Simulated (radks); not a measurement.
The molybdenum ion Mo5+, configuration [Kr] 4d1 (the NIST ground configuration). Calculated with a radial shooting solver on a logarithmic mesh with Libxc functionals: Dirac Kohn-Sham, PBE, spin-unpolarised, spherical densities, finite nucleus; open shells fill j = l - 1/2 first; Fermi nuclear charge, rms radius 4.4091 fm.

Spin-orbit splittings of the eigenvalues, e(l+1/2) - e(l-1/2), with zeta = 2 splitting/(2l+1) and mean radii in bohr:

[
 {"shell": "2p", "occ.": "6", "splitting (eV)": "106.5", "zeta (eV)": "71.03", "<r> j=l-1/2": "0.1308", "<r> j=l+1/2": "0.1353"},
 {"shell": "3p", "occ.": "6", "splitting (eV)": "17.57", "zeta (eV)": "11.72", "<r> j=l-1/2": "0.4230", "<r> j=l+1/2": "0.4335"},
 {"shell": "3d", "occ.": "10", "splitting (eV)": "3.333", "zeta (eV)": "1.333", "<r> j=l-1/2": "0.4125", "<r> j=l+1/2": "0.4160"},
 {"shell": "4p", "occ.": "6", "splitting (eV)": "2.771", "zeta (eV)": "1.847", "<r> j=l-1/2": "1.157", "<r> j=l+1/2": "1.182"},
 {"shell": "4d", "occ.": "1", "splitting (eV)": "0.3635", "zeta (eV)": "0.1454", "<r> j=l-1/2": "1.440", "<r> j=l+1/2": "1.449"}
]
